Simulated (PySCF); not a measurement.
Species: C₃H₈GeO₂S.
Z-matrix (Å and degrees, PBE0-D3(BJ)/def2-SVP geometry), rows numbered from 1:
```
C 
S   1  1.8245
Ge  2  2.1910  1   98.94
O   3  1.7944  2  108.75  1   -39.61
C   4  1.4123  3  108.66  2   131.06
C   5  1.5318  4  108.63  3   -29.40
O   6  1.4104  5  108.55  4    39.35
H   1  1.0979  2  106.56  3   162.50
H   1  1.0984  2  110.94  3   -78.73
H   1  1.0979  2  110.25  3    43.80
H   3  1.5312  2  110.35  1  -168.92
H   5  1.1075  4  110.11  3    91.03
H   5  1.1023  4  109.18  3  -150.76
H   6  1.1023  5  110.97  4   159.37
H   6  1.1082  5  110.08  4   -81.54
```

Computed with core-valence-separated Tamm–Dancoff BHandHLYP/aug-pcX-1 (pcseg-1 on H, def2-SVPD on Ge, def2-SVPD on S) in PySCF, non-relativistic, gas phase, PBE0-D3(BJ)/def2-SVP geometry. No empirical shift is added; at this level the pattern usually sits a few eV under experiment.

Question: List the carbon K-edge absorption lines.

Answer: 
```json
{"E (eV)": "284.95", "f": "0.0478", "core hole on": "C1", "main final orbital": "LUMO (32 %)"}
{"E (eV)": "286.36", "f": "0.0150", "core hole on": "C1", "main final orbital": "LUMO (50 %)"}
{"E (eV)": "286.64", "f": "0.0265", "core hole on": "C5", "main final orbital": "spread"}
{"E (eV)": "286.67", "f": "0.0374", "core hole on": "C6", "main final orbital": "spread"}
{"E (eV)": "287.02", "f": "0.0276", "core hole on": "C1", "main final orbital": "spread"}
{"E (eV)": "287.07", "f": "0.0258", "core hole on": "C5/C6", "main final orbital": "LUMO+1 (2 roots, f summed)"}
{"E (eV)": "287.21", "f": "0.0236", "core hole on": "C1", "main final orbital": "spread"}
{"E (eV)": "287.36", "f": "0.0070", "core hole on": "C1", "main final orbital": "LUMO+1 (36 %)"}
{"E (eV)": "287.41", "f": "0.0611", "core hole on": "C5/C6", "main final orbital": "spread (2 roots, f summed)"}
{"E (eV)": "287.94", "f": "0.0027", "core hole on": "C1", "main final orbital": "spread"}
{"E (eV)": "287.94", "f": "0.0061", "core hole on": "C6", "main final orbital": "LUMO+2 (46 %)"}
{"E (eV)": "288.14", "f": "0.0064", "core hole on": "C5", "main final orbital": "LUMO+2 (43 %)"}
```

The first line with a tenth or more of the strongest one's intensity is at 284.95 eV (f = 0.048), with the hole on C1 (S-methyl carbon). The strongest listed is at 287.41 eV (f = 0.061, sum of 2; C5/C6).

Question: List the oxygen K-edge absorption lines.

Answer: 
```tsv
E (eV)	f	core hole on	main final orbital
531.83	0.0420	O4/O7	spread (2 roots, f summed)
533.43	0.0067	O7	LUMO (40 %)
533.56	0.0105	O4	LUMO+2 (43 %)
533.69	0.0047	O7	LUMO+1 (45 %)
533.80	0.0014	O4	LUMO+1 (36 %)
533.89	0.0251	O7	spread
533.95	0.0287	O4	LUMO+7 (30 %)
534.11	0.0088	O7	spread
534.26	0.0074	O4	LUMO+6 (42 %)
534.46	0.0008	O4	LUMO+3 (62 %)
```

The first line with a tenth or more of the strongest one's intensity is at 531.83 eV (f = 0.042, sum of 2), with the hole on O4/O7 (oxygen bonded to C and Ge). It is also the strongest listed.

Roots within 0.03 eV whose holes lie on the same, on equivalent or on shared atoms are summed into one line, and the highest roots are left out, as the search may have cut off their partners. Final orbitals are the ground state's empty Kohn–Sham orbitals.

Question: What length of transition dipole belongs to the line at 287.02 eV?

Answer: From f = (2/3) ΔE |μ|² in atomic units, with ΔE = 10.548 Eh and f = 0.0276: |μ| = 0.063 au = 0.16 D.

Only the lowest roots of each edge were sought. The BHandHLYP/aug-pcX-1 (pcseg-1 on H, def2-SVPD on Ge, def2-SVPD on S) calculation is non-relativistic and has no spin–orbit coupling, an omission that weighs most on germanium.

One conformer stands for the species.
